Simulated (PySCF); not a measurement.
SnH(vinyl)3, C6H10Sn.
Cartesian coordinates in Å at the PBE0-D3(BJ)/def2-SVP level; atoms count from 1:
```
atom  x, y, z in Å
Sn1    0.004   -0.008    0.132
H2     0.026   -0.006    1.851
C3     2.008   -0.251   -0.581
C4     3.055   -0.396    0.237
H5     2.184   -0.254   -1.664
H6     2.950   -0.401    1.328
H7     4.077   -0.518   -0.144
C8    -0.803    1.855   -0.547
C9    -1.154    2.839    0.286
H10   -0.939    2.008   -1.626
H11   -1.048    2.753    1.374
H12   -1.569    3.788   -0.078
C13   -1.227   -1.628   -0.536
C14   -1.896   -2.424    0.304
H15   -1.317   -1.812   -1.614
H16   -1.851   -2.297    1.392
H17   -2.526   -3.248   -0.054
```

Method: TDDFT wB97X-D/def2-SVPD, vertical, gas phase, core orbitals frozen in the response, def2 core potentials past Kr (PySCF 2.14.0, density-fitted response routines). Spin–orbit coupling is left out.

Computed states:

```json
{"state": "S1", "E (eV)": "5.94", "f": "0.0000"}
{"state": "S2", "E (eV)": "6.30", "f": "0.081"}
{"state": "S3", "E (eV)": "6.30", "f": "0.081"}
{"state": "S4", "E (eV)": "7.12", "f": "0.067"}
{"state": "S5", "E (eV)": "7.14", "f": "0.543"}
{"state": "S6", "E (eV)": "7.15", "f": "0.563"}
{"state": "S7", "E (eV)": "7.38", "f": "0.030"}
{"state": "S8", "E (eV)": "7.38", "f": "0.028"}
{"state": "S9", "E (eV)": "7.49", "f": "0.0002"}
```

Each state is given a Gaussian of 0.25 eV full width at half maximum, with ε(max) = 2.175×10⁸ f / Δν̃ (Δν̃ the width in cm⁻¹). The cross-section is σ = 3.8235×10⁻²¹ ε cm², given in Mb (10⁻¹⁸ cm²). The width is an assumption, not a result. The curve ends short of the highest state used, and states not computed would add to its high-energy end.

Q: What does the envelope look like, and where are its maxima?

A: 
E (eV), σ (Mb) and a bar:
```
     5.57       0.00 
     5.61       0.00 
     5.64       0.00 
     5.68       0.00 
     5.72       0.00 
     5.76       0.00 
     5.79       0.01 
     5.83       0.01 
     5.87       0.03 
     5.91       0.10 
     5.94       0.24 
     5.98       0.76 
     6.02       2.17 #
     6.06       5.40 ##
     6.10      11.71 #####
     6.13      19.06 #########
     6.17      32.25 ###############
     6.21      47.35 ######################
     6.25      60.32 ###########################
     6.28      65.89 ##############################
     6.32      65.47 ##############################
     6.36      56.45 ##########################
     6.40      42.22 ###################
     6.43      30.94 ##############
     6.47      18.05 ########
     6.51       9.14 ####
     6.55       4.02 ##
     6.58       1.97 #
     6.62       0.68 
     6.66       0.22 
     6.70       0.14 
     6.74       0.40 
     6.77       1.07 
     6.81       3.71 ##
     6.85      11.17 #####
     6.89      29.20 #############
```

Maxima: 197 nm (6.30 eV), ε about 17000, made up of S2 (50%) and S3 (50%) (ε in L mol⁻¹ cm⁻¹; maxima over ε = 5, shares over 10%). At its high-energy end, 6.89 eV, the curve is still rising (ε about 7600, from S5 and S6).

Q: On this curve, what absorbance would a 10⁻⁴ mol/L sample give at 193 nm over a 1 cm path?

A: 193 nm is 6.424 eV, where ε is about 8700 L mol⁻¹ cm⁻¹, so A = ε c l ≈ 0.87 (Beer–Lambert, with the gas-phase spectrum and the assumed width).

Q: What would ε be at 6.30 eV, the highest of these maxima, with half the width (0.125 eV)?

A: About 35000 L mol⁻¹ cm⁻¹ against 17500, a factor of about 2.00; a lone state at its own centre would give exactly 2.

Q: Does any computed singlet lie in the visible range?

A: No computed singlet lies in the visible range (380 to 750 nm); the lowest, at 209 nm, stands 2.68 eV above its violet end (3.26 eV).

One conformer stands for the species.
